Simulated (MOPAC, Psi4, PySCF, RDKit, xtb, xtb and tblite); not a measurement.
Conformational energy of SMILES CC(C)(C)C[CH2][GeH3]. Scanned: dihedral C2–C5–C6–Ge7; all other coordinates were relaxed at GFN2-xTB. Points at φ and −φ are mirror images.

Geometry of the scan point at 150° (Å):
```
23

C      1.1630    -1.4857     0.5540
C      0.9999    -0.0177     0.1550
C      1.7528     0.8504     1.1693
C      1.5976     0.2119    -1.2353
C     -0.4826     0.3960     0.1832
C     -1.3733    -0.2602    -0.8734
Ge    -3.2296    -0.4595    -0.2389
H      0.7306    -1.6639     1.5365
H      2.2180    -1.7488     0.5914
H      0.6793    -2.1496    -0.1581
H      1.3362     0.7234     2.1663
H      2.8047     0.5750     1.2009
H      1.6840     1.9027     0.9015
H      1.4603     1.2465    -1.5429
H      2.6641    -0.0031    -1.2270
H      1.1286    -0.4320    -1.9749
H     -0.8681     0.1524     1.1798
H     -0.5506     1.4809     0.0748
H     -1.0111    -1.2625    -1.1076
H     -1.3452     0.3051    -1.8052
H     -3.8337     0.8468     0.1707
H     -3.2715    -1.3446     0.9665
H     -4.1293    -1.0600    -1.2742
```

Computed with: GFN2-xTB (xtb and tblite); B3LYP/def2-SVP // GFN2-xTB (Psi4); B3LYP-D3(BJ)/def2-SVP // GFN2-xTB (Psi4); PBE/def2-SVP // GFN2-xTB (Psi4); PBE-D3(BJ)/def2-SVP // GFN2-xTB (Psi4); UFF // GFN2-xTB (RDKit); AM1, restricted, heats of formation // GFN2-xTB (MOPAC); PM7, restricted, heats of formation // GFN2-xTB (MOPAC); GFN1-xTB // GFN2-xTB (xtb); RKS-B3LYP/6-31G* = restricted B3LYP/6-31G*, spherical d, density fitting // GFN2-xTB (PySCF); RMP2/3-21G = PySCF 2.14.0 with restricted MP2 (frozen core)/3-21G // GFN2-xTB; RKS-B3LYP/LANL2DZ = restricted B3LYP/LANL2DZ, with its core potentials past Ne // GFN2-xTB run with PySCF; RMP2/6-31G* = PySCF 2.14.0 with restricted MP2 (frozen core)/6-31G*, spherical d // GFN2-xTB.

Least-squares fit of E(φ) = a0 + Σ (a_n cos nφ + b_n sin nφ), n = 1 to 4, to the 12 scan points, in kcal/mol above the lowest point of each profile (levels whose profile four harmonics don't fit are not listed):

```json
[
 {"method": "GFN2-xTB", "a0": "1.92", "a1": "1.61", "b1": "0.00", "a2": "1.03", "b2": "0.00", "a3": "1.44", "b3": "0.00", "a4": "0.13", "b4": "0.00", "rms of fit": "0.13"},
 {"method": "B3LYP/def2-SVP", "a0": "3.42", "a1": "2.83", "b1": "0.00", "a2": "0.63", "b2": "0.00", "a3": "1.40", "b3": "0.00", "a4": "0.28", "b4": "0.00", "rms of fit": "0.13"},
 {"method": "B3LYP-D3(BJ)/def2-SVP", "a0": "2.55", "a1": "2.08", "b1": "0.00", "a2": "0.85", "b2": "0.00", "a3": "1.49", "b3": "0.00", "a4": "0.26", "b4": "0.00", "rms of fit": "0.14"},
 {"method": "PBE/def2-SVP", "a0": "2.97", "a1": "2.38", "b1": "0.00", "a2": "0.62", "b2": "0.00", "a3": "1.39", "b3": "0.00", "a4": "0.27", "b4": "0.00", "rms of fit": "0.14"},
 {"method": "PBE-D3(BJ)/def2-SVP", "a0": "2.50", "a1": "1.98", "b1": "0.00", "a2": "0.75", "b2": "0.00", "a3": "1.44", "b3": "0.00", "a4": "0.27", "b4": "0.00", "rms of fit": "0.15"},
 {"method": "UFF", "a0": "7.34", "a1": "7.98", "b1": "0.00", "a2": "3.18", "b2": "0.00", "a3": "2.26", "b3": "0.00", "a4": "-0.16", "b4": "0.00", "rms of fit": "0.21"},
 {"method": "AM1", "a0": "2.58", "a1": "2.65", "b1": "0.00", "a2": "1.01", "b2": "0.00", "a3": "1.06", "b3": "0.00", "a4": "0.13", "b4": "0.00", "rms of fit": "0.04"},
 {"method": "PM7", "a0": "2.45", "a1": "2.87", "b1": "0.00", "a2": "1.34", "b2": "0.00", "a3": "0.94", "b3": "0.00", "a4": "0.09", "b4": "0.00", "rms of fit": "0.06"},
 {"method": "GFN1-xTB", "a0": "1.18", "a1": "0.63", "b1": "0.00", "a2": "0.83", "b2": "0.00", "a3": "1.20", "b3": "0.00", "a4": "0.08", "b4": "0.00", "rms of fit": "0.12"},
 {"method": "RKS-B3LYP/6-31G*", "a0": "3.58", "a1": "3.00", "b1": "0.00", "a2": "0.60", "b2": "0.00", "a3": "1.37", "b3": "0.00", "a4": "0.30", "b4": "0.00", "rms of fit": "0.13"},
 {"method": "RMP2/3-21G", "a0": "3.29", "a1": "2.81", "b1": "0.00", "a2": "0.92", "b2": "0.00", "a3": "1.51", "b3": "0.00", "a4": "0.19", "b4": "0.00", "rms of fit": "0.20"},
 {"method": "RKS-B3LYP/LANL2DZ", "a0": "3.59", "a1": "3.09", "b1": "0.00", "a2": "0.67", "b2": "0.00", "a3": "1.31", "b3": "0.00", "a4": "0.26", "b4": "0.00", "rms of fit": "0.12"},
 {"method": "RMP2/6-31G*", "a0": "3.56", "a1": "3.11", "b1": "0.00", "a2": "0.87", "b2": "0.00", "a3": "1.53", "b3": "0.00", "a4": "0.35", "b4": "0.00", "rms of fit": "0.16"}
]
```
